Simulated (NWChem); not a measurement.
System: CH3AlBrF; SMILES [Br][Al]([F])[CH3]

The following NWChem deck was run.

```
start job
memory heap 200 mb stack 900 mb global 1100 mb
geometry units angstroms noautosym nocenter noautoz
  Al     0.056831     0.922002    -0.039568
  F      1.544656     1.565509    -0.412863
  Br     0.030314    -1.283904     0.391803
  C     -1.510215     2.049199     0.003189
  H     -2.418312     1.492625     0.277351
  H     -1.672585     2.514870    -0.982717
  H     -1.372360     2.869115     0.726921
end
basis spherical
  * library def2-svpd
end
dft
  xc pbe0
  iterations 150
end
property
  response 1 0.0428
end
task dft property
```

Output (shortened):

```
             Northwest Computational Chemistry Package (NWChem) 7.3.0
             --------------------------------------------------------

                             Geometry "geometry" -> ""
                             -------------------------

 Output coordinates in angstroms (scale by  1.889725989 to convert to a.u.)

  No.       Tag          Charge          X              Y              Z
 ---- ---------------- ---------- -------------- -------------- --------------
    1 Al                  13.0000     0.05683100     0.92200200    -0.03956800
    2 F                    9.0000     1.54465600     1.56550900    -0.41286300
    3 Br                  35.0000     0.03031400    -1.28390400     0.39180300
    4 C                    6.0000    -1.51021500     2.04919900     0.00318900
    5 H                    1.0000    -2.41831200     1.49262500     0.27735100
    6 H                    1.0000    -1.67258500     2.51487000    -0.98271700
    7 H                    1.0000    -1.37236000     2.86911500     0.72692100

 Effective nuclear repulsion energy (a.u.)     290.1694661031

                              NWChem Property Module
                              ----------------------

                                 NWChem DFT Module
                                 -----------------

 Summary of "ao basis" -> "ao basis" (spherical)
 ------------------------------------------------------------------------------
       Tag                 Description            Shells   Functions and Types
 ---------------- ------------------------------  ------  ---------------------
 Al                        def2-svpd                10       24   5s3p2d
 F                         def2-svpd                 9       23   4s3p2d
 Br                        def2-svpd                15       41   6s5p4d
 C                         def2-svpd                 8       20   4s2p2d
 H                         def2-svpd                 4        8   2s2p

            General Information
            -------------------
          SCF calculation type: DFT
          Wavefunction type:  closed shell.
          No. of atoms     :     7
          No. of electrons :    66
           Alpha electrons :    33
            Beta electrons :    33
          Charge           :     0
          Spin multiplicity:     1
          Use of symmetry is: off; symmetry adaption is: off
          Maximum number of iterations: 150
          AO basis - number of functions:   132
                     number of shells:    54
          Convergence on energy requested:  1.00D-06
          Convergence on density requested:  1.00D-05
          Convergence on gradient requested:  5.00D-04

              XC Information
              --------------
                         PBE0 Method XC Functional
                     Hartree-Fock (Exact) Exchange  0.250
          PerdewBurkeErnzerhof Exchange Functional  0.750
            Perdew 1991 LDA Correlation Functional  1.000 local
           PerdewBurkeErnz. Correlation Functional  1.000 non-local

             Grid Information
             ----------------
          Grid used for XC integration:  medium
          Radial quadrature: Mura-Knowles
          Angular quadrature: Lebedev.
          Tag              B.-S. Rad. Rad. Pts. Rad. Cut. Ang. Pts.
          ---              ---------- --------- --------- ---------
          Al                  1.25       88          12.0       590
          F                   0.50       49          12.0       434
          Br                  1.15      112          12.0       590
          C                   0.70       49          13.0       434
          H                   0.35       45          14.0       434
          Grid pruning is: on
          Number of quadrature shells:   433
          Spatial weights used:  Erf1

      Superposition of Atomic Density Guess
      -------------------------------------

 Sum of atomic energies:       -2952.30008063

      Non-variational initial energy
      ------------------------------

 Total energy =   -2953.328898
 1-e energy   =   -4686.868842
 2-e energy   =    1443.370478
 HOMO         =      -0.386080
 LUMO         =      -0.023319

   convergence    iter        energy       DeltaE   RMS-Dens  Diis-err
 ---------------- ----- ----------------- --------- --------- ---------
 d= 0,ls=0.0,diis     1  -2955.3839779042 -3.25D+03  1.02D-02  6.82D-01
 d= 0,ls=0.0,diis     2  -2955.3244220880  5.96D-02  5.04D-03  1.54D+00
 d= 0,ls=0.0,diis     3  -2955.4554843246 -1.31D-01  9.21D-04  1.93D-02
 d= 0,ls=0.0,diis     4  -2955.4566385718 -1.15D-03  4.23D-04  4.47D-03
 d= 0,ls=0.0,diis     5  -2955.4571408386 -5.02D-04  5.47D-05  4.18D-05
  Resetting Diis
 d= 0,ls=0.0,diis     6  -2955.4571468919 -6.05D-06  8.91D-06  1.11D-06
 d= 0,ls=0.0,diis     7  -2955.4571470106 -1.19D-07  6.74D-06  2.25D-07

         Total DFT energy =    -2955.457147010602
      One electron energy =    -4690.335166265478
           Coulomb energy =     1571.212651421213
    Exchange-Corr. energy =     -126.504098269432
 Nuclear repulsion energy =      290.169466103095

 Numeric. integr. density =       66.000001723421

                       DFT Final Molecular Orbital Analysis
                       ------------------------------------

 Vector   31  Occ=2.000000D+00  E=-3.403055D-01
              MO Center= -6.6D-01,  7.6D-01,  1.1D-01, r^2= 4.2D+00
   Bfn.  Coefficient  Atom+Function         Bfn.  Coefficient  Atom+Function
  ----- ------------  ---------------      ----- ------------  ---------------
    93      0.296319  4 C  px                64     -0.256385  3 Br py
    61     -0.247584  3 Br py                94     -0.217845  4 C  py
    63     -0.199984  3 Br px                96      0.193788  4 C  px
    60     -0.181307  3 Br px                58      0.163294  3 Br py
    92     -0.163740  4 C  s                  3      0.160466  1 Al s

 Vector   32  Occ=2.000000D+00  E=-3.286280D-01
              MO Center=  3.2D-02, -1.1D+00,  3.6D-01, r^2= 1.7D+00
   Bfn.  Coefficient  Atom+Function         Bfn.  Coefficient  Atom+Function
  ----- ------------  ---------------      ----- ------------  ---------------
    65      0.546878  3 Br pz                62      0.500477  3 Br pz
    59     -0.331753  3 Br pz                56      0.107780  3 Br pz
    64      0.105807  3 Br py                61      0.096843  3 Br py
    63      0.091614  3 Br px                60      0.083838  3 Br px
    11      0.066444  1 Al pz                58     -0.064194  3 Br py

 Vector   33  Occ=2.000000D+00  E=-3.184843D-01
              MO Center= -1.1D-01, -7.9D-01,  3.2D-01, r^2= 3.0D+00
   Bfn.  Coefficient  Atom+Function         Bfn.  Coefficient  Atom+Function
  ----- ------------  ---------------      ----- ------------  ---------------
    63      0.528516  3 Br px                60      0.484650  3 Br px
    57     -0.319894  3 Br px                94     -0.133284  4 C  py
    93      0.117526  4 C  px                64     -0.104923  3 Br py
    54      0.103886  3 Br px                 3      0.099365  1 Al s
    61     -0.093012  3 Br py                97     -0.092379  4 C  py

 Vector   34  Occ=0.000000D+00  E=-3.342447D-02
              MO Center= -1.2D-01,  7.4D-01,  5.9D-02, r^2= 8.2D+00
   Bfn.  Coefficient  Atom+Function         Bfn.  Coefficient  Atom+Function
  ----- ------------  ---------------      ----- ------------  ---------------
     5      1.436552  1 Al s                 53     -0.370238  3 Br s
    67     -0.320910  3 Br py                 3      0.296226  1 Al s
    13     -0.296167  1 Al py                51     -0.249438  3 Br s
    64     -0.243360  3 Br py                90     -0.219314  4 C  s
     2      0.181606  1 Al s                 52     -0.181690  3 Br s

 Vector   35  Occ=0.000000D+00  E=-3.029378D-02
              MO Center= -1.1D-01,  7.3D-01, -8.5D-03, r^2= 4.1D+00
   Bfn.  Coefficient  Atom+Function         Bfn.  Coefficient  Atom+Function
  ----- ------------  ---------------      ----- ------------  ---------------
    14      0.725423  1 Al pz                11      0.355276  1 Al pz
    65     -0.241469  3 Br pz               118      0.237634  6 H  s
   126     -0.234456  7 H  s                  8     -0.186876  1 Al pz
    62     -0.162622  3 Br pz                31      0.150144  2 F  pz
    13      0.147446  1 Al py                37     -0.140051  2 F  pz

 Vector   36  Occ=0.000000D+00  E= 3.469632D-02
              MO Center= -8.9D-01,  1.1D+00,  8.4D-02, r^2= 1.2D+01
   Bfn.  Coefficient  Atom+Function         Bfn.  Coefficient  Atom+Function
  ----- ------------  ---------------      ----- ------------  ---------------
     4      3.142833  1 Al s                  5     -2.025141  1 Al s
    92     -1.953771  4 C  s                 91     -1.073462  4 C  s
   118      0.926644  6 H  s                126      0.927877  7 H  s
    53      0.553801  3 Br s                 67     -0.526742  3 Br py
    28     -0.429570  2 F  s                 24      0.384887  1 Al d  2

     Multipole analysis of the density
     ---------------------------------

     L   x y z        total         alpha         beta         nuclear
     -   - - -        -----         -----         ----         -------
     0   0 0 0     -0.000000    -33.000000    -33.000000     66.000000

[...]

 DFT Linear Response polarizability / au
 Frequency  =       0.0428000 / au
 Wavelength =    1064.5643224 / nm
              X              Y              Z
 -----------------------------------------------
 X      56.0132293     -5.7235064     -0.0387287
 Y      -5.7234953     69.1688191     -2.9382453
 Z      -0.0387312     -2.9382438     49.6641323
 -----------------------------------------------
 Eigenvalues =      54.1047379     71.6523300     49.0891128
 Isotropic   =      58.2820602
 Anisotropic =      20.5203954
 -----------------------------------------------

 Magnetic Dipole Response Matrix (nonzero elements):
```

Level: PBE0/def2-SVPD. All runs use the structure optimised with PBE0/def2-SVP.
